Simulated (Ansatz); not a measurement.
Reaction (formal loss of a carbene): `OC(F)[SiH3]` → `[CH]F` + silanol

Isolated molecules relaxed with PBE0-D4/def2-TZVP in Ansatz; ΔE leaves out vibrations. CCSD(T)/CBS adds triple-zeta CCSD(T) − MP2 to the extrapolated MP2 energy (def2 sets, frozen cores). This one scheme is used for every species. DFT in def2-TZVPP. Each species was taken in one conformer, which may not be the lowest.

```csv
level,ΔE (kJ/mol)
LC-ωPBE,265.6
HF/CBS(def2),183.6
```

Question: What does CCSD(T)/CBS give? (Estimate.)

Answer: Computed: +237.3 kJ/mol. The listed levels differ from it by 28.3, -53.7 kJ/mol.

Question: What do rigid-rotor, harmonic-oscillator terms from PBE0-D4/def2-TZVP frequencies (298.15 K, 1 bar) make of the CCSD(T)/CBS value? (An estimate is asked.)

Answer: Computed: ΔZPE = -21.7 kJ/mol, ΔH = +220.7 kJ/mol, ΔS = 169 J/(mol·K), ΔG = +170.2 kJ/mol.

Largest T1 diagnostic among the species: 0.018.

Leaving LDA and LC-ωPBE aside and taking each functional with its dispersion term where it has one, the values, not all of them listed here, spread over 35.2 kJ/mol, from B2PLYP to PBE0-D4. LDA lies +58.6 kJ/mol from PBE without D4. In def2-TZVPP, CCSD(T) changes the Hartree–Fock value by +47.4 kJ/mol (the triples alone add +4.7 kJ/mol) and MP2 by +66.4 kJ/mol. The D4 term adds +9.9 kJ/mol with B3LYP and +5.3 kJ/mol with PBE0; it sums over pairs of atoms, weighted by their polarisabilities, and B3LYP, whose exchange is more repulsive, gets the larger term.

B3LYP here is the variant with VWN-RPA as its local correlation; programs differ in this.
